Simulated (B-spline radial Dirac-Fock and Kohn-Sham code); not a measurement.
**Dy⁺: non-radiative channels of the 3p1/2 vacancy**

System: the Dy⁺ ion, configuration [Xe] 4f10 6p1 (an excited configuration).

Input file task.json (cfg lists n, l and occupation; rrms is the nuclear radius in fm):

```json
{"items": [{
  "Z": 66,
  "q": 1,
  "cfg": [[1, 0, 2], [2, 0, 2], [2, 1, 6], [3, 0, 2], [3, 1, 6], [3, 2, 10], [4, 0, 2], [4, 1, 6], [4, 2, 10], [4, 3, 10], [5, 0, 2], [5, 1, 6], [6, 1, 1]],
  "A": 164,
  "rrms": 5.2218,
  "do": ["binding", "quiet", "decay"],
  "holes": ["K", "L1", "L2", "L3", "M1", "M2", "M3", "M4", "M5", "N1", "N2", "N3", "N4", "N5"]
}]}
```

Launch: `python xray_run.py task.json out`

Method: independent-particle rates on relativistic LDA orbitals of the hole state (multipoles up to L = 3, Coulomb Auger matrix elements, transition energies from Dirac-Fock). Computed with a radial atomic solver. Kinetic energies are configuration averages from the vacuum level; the two-hole energies are estimated from single-hole states.

```
transition  kinetic energy (eV)  width (meV)  share (%)
   M2-M4N1                56.67          745        8.2
   M2-M3O1                86.91         46.9        0.5
   M2-M5N1                92.26          126        1.4
   M2-M3O2                112.2         48.0        0.5
   M2-M3O3                117.5         49.2        0.5
   M2-M3N6                132.2          250        2.8
   M2-M3N7                133.4          271        3.0
   M2-M4N2                138.8          727        8.0
   M2-M5N2                173.9          830        9.1
   M2-M4N3                176.4          930       10.2
   M2-M5N3                212.2         78.1        0.9
   M2-M4N4                312.9          302        3.3
   M2-M4N5                318.7          351        3.9
   M2-M4O1                433.8          118        1.3
   M2-M4O2                459.2         83.8        0.9
   M2-M4O3                464.3          112        1.2
   M2-M4N6                479.7         1160       12.8
   M2-M4N7                480.3         1770       19.5
   M2-M5O2                494.7         78.6        0.9
   M2-N1N2               1055.3         52.3        0.6
   M2-N2N3               1171.5          117        1.3
   M2-N2N4               1309.5          111        1.2
   M2-N2N5               1312.8          182        2.0
   M2-N2N7               1472.3         60.5        0.7
```

Coster-Kronig rates are the weakest part of this model and often come out 1.5 to 2.5 times too large. The listed channels hold 95 % of the non-radiative rate. Summed by principal shells, of 9.09 eV in all: MMN 84.4 %, MNN 8.2 %, MMO 6.2 %, MNO 1.0 %.
